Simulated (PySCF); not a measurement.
**Trend along group 4: MCl molecules**

CCSD(T) with triple-zeta basis sets in PySCF, for the lowest determinant that a PBE0 search found; no spin–orbit coupling. De refers to high-spin ground-configuration atoms.

| M | basis | reference, frozen orbitals | state (unpaired electrons) | Re (Å) | ωe (cm⁻¹) | De (eV) |
| --- | --- | --- | --- | --- | --- | --- |
| Ti | x2c-TZVPPall | UHF, 10 | quartet (σ ↑, π ↑, δ ↑) | 2.277 | 402 | 4.07 |
| Zr | def2-TZVPP | UHF, 5 | quartet (σ ↑, δ ↑↑) | 2.345 | 390 | 4.40 |
| Hf | def2-TZVPPD | ROHF, 5 | doublet (δ ↑) | 2.324 | 376 | 5.04 |

The shortest bond is that of TiCl (2.277 Å), the longest that of ZrCl (2.345 Å).

The rows differ in basis set, which adds steps of its own.

The state changes along the series, so neighbouring rows are not always alike in their bonding.

Correlated steps freeze the inner cores (5 to 10 orbitals); shallow outer-core shells are correlated. UHF and ROHF references stand side by side, which adds small steps between rows. These are scalar-relativistic numbers at best; spin–orbit coupling would shift them, the dissociation energy most. With d or f electrons several states lie close, and the lowest PBE0 determinant need not be the measured ground state.
